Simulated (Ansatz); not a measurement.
`N[SiH2]BF` + `FC(Cl)[TeH]` → `N[SiH](Cl)BF` + `FC[TeH]`  (redistribution)

Computed with Ansatz on PBE0-D4/def2-TZVP structures; ΔE is electronic, products minus reactants. CCSD(T)/CBS adds triple-zeta CCSD(T) − MP2 to the extrapolated MP2 energy (def2 sets, frozen cores). DFT in def2-TZVPP. B3LYP here is the variant with VWN-RPA as its local correlation; programs differ in this. HSE06 is defined as in plane-wave codes. def2 core potentials past Kr. For Te outer-core shells are correlated without core-valence functions, which leaves a few kJ/mol of doubt a bond. Each species was taken in one conformer, which may not be the lowest.

| level | ΔE (kJ/mol) | difference from CCSD(T)/CBS |
| --- | --- | --- |
| LDA (SPW92) | -175.4 | 11.4 |
| PBE-D4 | -178.5 | 8.3 |
| revPBE-D4 | -177.3 | 9.5 |
| BLYP-D4 | -179.1 | 7.7 |
| r2SCAN-D4 | -186.2 | 0.6 |
| B97M-V | -186.3 | 0.5 |
| PBE0-D4 | -185.7 | 1.1 |
| B3LYP-D4 | -185.3 | 1.5 |
| r2SCANh-D4 | -188.2 | -1.4 |
| r2SCAN0-D4 | -191.0 | -4.2 |
| BHLYP-D4 | -192.5 | -5.7 |
| CAM-B3LYP-D4 | -186.4 | 0.4 |
| ωB97X-V | -183.9 | 2.9 |
| ωB97M-V | -186.6 | 0.2 |
| B2PLYP | -187.1 | -0.3 |
| PBE-QIDH | -190.3 | -3.5 |
| PBE | -178.3 | 8.5 |
| revPBE | -178.5 | 8.3 |
| BLYP | -179.3 | 7.5 |
| r2SCAN | -186.0 | 0.8 |
| PBE0 | -185.4 | 1.4 |
| B3LYP | -185.2 | 1.6 |
| r2SCAN0 | -190.8 | -4.0 |
| HSE06 | -185.3 | 1.5 |
| BHLYP | -192.5 | -5.7 |
| CAM-B3LYP | -186.1 | 0.7 |
| LC-ωPBE | -187.1 | -0.3 |
| RPA@PBE/def2-TZVPP | -176.2 | 10.6 |
| HF/def2-SVP | -199.8 | -13.0 |
| MP2/def2-SVP | -183.4 | 3.4 |
| CCSD/def2-SVP | -181.4 | 5.4 |
| CCSD(T)/def2-SVP | -178.3 | 8.5 |
| HF/def2-TZVPP | -198.3 | -11.5 |
| SCS-MP2/def2-TZVPP | -186.6 | 0.2 |
| CCSD/def2-TZVPP | -187.8 | -1.0 |
| HF/def2-QZVPP | -198.5 | -11.7 |
| MP2/def2-QZVPP | -190.8 | -4.0 |
| SCS-MP2/def2-QZVPP | -188.1 | -1.3 |
| MP2/CBS(def2) | -191.4 | -4.6 |
| CCSD/CBS(def2) | -189.5 | -2.7 |
| CCSD(T)/CBS | -186.8 | 0 |

Largest T1 diagnostic among the species: 0.013.

From PBE to PBE0 (25 % exact exchange), in def2-TZVPP and without D4, ΔE moves by −7.1 kJ/mol. In def2-TZVPP, CCSD(T) changes the Hartree–Fock value by +13.2 kJ/mol (the triples alone add +2.7 kJ/mol) and MP2 by +8.5 kJ/mol.
